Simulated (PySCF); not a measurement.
**Sn: excitation energy**

Sn [Kr] 4d10 5s2 5p2 (3P) → Sn [Kr] 4d10 5s1 5p3, s spin flipped, as a difference of total energies. Calculation: PySCF 2.14, in ANO-RCC-VTZP; scalar relativity by spin-free X2C-1e. Correlated levels: valence: [Kr] 4d10 frozen; valence and next inner shell: [Ar] 3d10 frozen. The calculations carry no spin-orbit coupling.

```json
{"method": "UHF", "excitation energy (cm⁻¹)": "69051"}
{"method": "LDA", "excitation energy (cm⁻¹)": "56094"}
{"method": "PBE", "excitation energy (cm⁻¹)": "55533"}
{"method": "PBE0", "excitation energy (cm⁻¹)": "59194"}
{"method": "r2SCAN", "excitation energy (cm⁻¹)": "58286"}
{"method": "M06-L", "excitation energy (cm⁻¹)": "57338"}
{"method": "PBEsol", "excitation energy (cm⁻¹)": "55650"}
{"method": "BLYP", "excitation energy (cm⁻¹)": "55845"}
{"method": "MP2 (valence)", "excitation energy (cm⁻¹)": "61325"}
{"method": "SCS-MP2 (valence)", "excitation energy (cm⁻¹)": "60760"}
{"method": "MP2 (valence and next inner shell)", "excitation energy (cm⁻¹)": "59458"}
{"method": "SCS-MP2 (valence and next inner shell)", "excitation energy (cm⁻¹)": "59061"}
```

The upper determinant mixes two multiplicities, so it lies between the two terms.
